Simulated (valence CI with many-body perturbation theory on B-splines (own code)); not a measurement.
Values are calculated unless marked as measured or tabulated.
## Ca7+: magnetic and hyperfine properties of the levels

Level of theory: relativistic CI+MBPT: three valence electrons over a frozen Dirac-Fock core [Ne], a basis of 11 s, 11 p, 9 d, 7 f, 5 g, 2 h, 1 i functions for each j, with the one-electron correlation potential Σ1, the two-electron term Σ2, the three-electron term Σ3, Breit, model QED; selected CI, second order for the rest, scaled by the run's own slope (own B-spline code, finite nucleus).

No measured levels were compared; by estimate levels hold to about 100 cm⁻¹ or 0.05 % of their energy and the worst to 300 or 400 cm⁻¹, as in measured light ions of charge 2 to 7.

A/g_I is the dipole constant over the nuclear g factor μ/I (μ in nuclear magnetons, uniformly magnetised nucleus), B/Q the quadrupole constant per barn. Both hold the static response of the core; the bare values leave it out. Large factors of s and p1/2 electrons are usually good to 5 to 10 %; those of open d and f shells near neutrality can be off by tens of per cent, and small factors of p3/2, d and f electrons come from cancelling terms and can be off by a factor of two or in sign, in half-filled shells by more. B is blank for J = 1/2, where it vanishes, and for nearly pure S terms. Energies count from the lowest level.

Names give the largest LS component (configuration and term), which can be under half, so a name can repeat, a term be missing and a line seem to break the LS rules; names also repeat where a configuration has a term twice. Letters in brackets count levels of one name in rising energy.

| Level | E (eV) | g | A/g_I (MHz) | A/g_I bare | B/Q (MHz/b) | B/Q bare |
| --- | --- | --- | --- | --- | --- | --- |
| 3s2 3p 2P°_1/2 | 0.000 | 0.665 | 7250 | 6690 |  |  |
| 3s2 3p 2P°_3/2 | 0.535 | 1.334 | 1530 | 1460 | 2610 | 2420 |
| 3s 3p2 4P_1/2 | 16.089 | 2.669 | 14600 | 13600 |  |  |
| 3s 3p2 4P_3/2 | 16.286 | 1.734 | 6750 | 6330 | 2160 | 2000 |
| 3s 3p2 4P_5/2 | 16.579 | 1.600 | 6940 | 6480 | -2720 | -2520 |
| 3s 3p2 2D_3/2 | 21.273 | 0.800 | -1910 | -1710 | 3330 | 3090 |
| 3s 3p2 2D_5/2 | 21.304 | 1.201 | 6750 | 6250 | 4750 | 4410 |
| 3s 3p2 2S_1/2 | 26.874 | 1.968 | 27300 | 25200 |  |  |
| 3s 3p2 2P_1/2 | 28.669 | 0.701 | 4730 | 4300 |  |  |
| 3s 3p2 2P_3/2 | 28.989 | 1.333 | -1250 | -1030 | -2640 | -2450 |
| 3s2 3d 2D_3/2 | 35.007 | 0.799 | -0.631 | 79.7 | 667 | 651 |
| 3s2 3d 2D_5/2 | 35.034 | 1.200 | 1080 | 1070 | 949 | 925 |
| 3p3 2D°_3/2 | 41.635 | 0.802 | 349 | 324 | -157 | -139 |
| 3p3 2D°_5/2 | 41.692 | 1.200 | 2860 | 2720 | -822 | -753 |
| 3p3 4S°_3/2 | 42.915 | 1.997 | -418 | -38.5 |  |  |
| 3p3 2P°_1/2 | 46.771 | 0.665 | 6030 | 5500 |  |  |
| 3s 3p 3d 4F°_3/2 | 46.773 | 0.552 | -2480 | -2260 | 1210 | 1140 |
| 3p3 2P°_3/2 | 46.791 | 1.183 | 234 | 324 | 37.7 | 38.4 |
| 3s 3p 3d 4F°_5/2 | 46.886 | 1.029 | 1710 | 1650 | 1330 | 1250 |
| 3s 3p 3d 4F°_7/2 | 47.045 | 1.238 | 3180 | 3010 | 1920 | 1810 |
| 3s 3p 3d 4F°_9/2 | 47.257 | 1.334 | 3650 | 3450 | 3110 | 2930 |
| 3s 3p 3d 4P°_5/2 | 50.685 | 1.570 | 4530 | 4300 | 1120 | 1070 |
| 3s 3p 3d 4P°_3/2 | 50.815 | 1.615 | 4780 | 4560 | 445 | 414 |
| 3s 3p 3d 4P°_1/2 | 50.932 | 1.935 | 7110 | 6780 |  |  |
| 3s 3p 3d 4D°_1/2 | 51.132 | 0.733 | -479 | -455 |  |  |
| 3s 3p 3d 4D°_3/2 | 51.202 | 1.317 | 3680 | 3500 | -697 | -662 |
| 3s 3p 3d 4D°_5/2 | 51.249 | 1.399 | 4210 | 3990 | -1510 | -1400 |
| 3s 3p 3d 4D°_7/2 | 51.264 | 1.429 | 4460 | 4220 | -2380 | -2180 |
| 3s 3p 3d 2D°_5/2 [a] | 52.520 | 1.203 | 5250 | 4890 | -2060 | -1900 |
| 3s 3p 3d 2D°_3/2 [a] | 52.521 | 0.801 | -3430 | -3100 | -1460 | -1350 |
| 3s 3p 3d 2F°_5/2 [a] | 55.056 | 0.857 | 2070 | 1940 | 2610 | 2460 |
| 3s 3p 3d 2F°_7/2 [a] | 55.482 | 1.143 | 195 | 265 | 3030 | 2860 |
| 3s 3p 3d 2P°_3/2 [a] | 60.020 | 1.329 | 4850 | 4540 | 457 | 441 |
| 3s 3p 3d 2P°_1/2 [a] | 60.191 | 0.666 | -6040 | -5500 |  |  |
| 3s 3p 3d 2F°_7/2 [b] | 60.290 | 1.143 | 3970 | 3720 | 2960 | 2800 |
| 3s 3p 3d 2F°_5/2 [b] | 60.399 | 0.857 | -2050 | -1820 | 2530 | 2390 |
| 3s 3p 3d 2P°_1/2 [b] | 62.248 | 0.665 | -468 | -354 |  |  |
| 3s 3p 3d 2P°_3/2 [b] | 62.277 | 1.322 | 336 | 449 | 624 | 599 |
| 3s 3p 3d 2D°_3/2 [b] | 62.763 | 0.815 | 2090 | 1950 | -1830 | -1690 |
| 3s 3p 3d 2D°_5/2 [b] | 62.836 | 1.200 | -773 | -592 | -2050 | -1880 |

Q: Take the isotope of mass number 41, with I = 7/2, μ = -1.59443 μN and Q = -0.0665 b. What is the hyperfine structure of 3s 3p2 4P_1/2?

A: From the table A = -6630 MHz. Shifts from the centre of gravity in MHz: F = 3: 14900, F = 4: -11600.
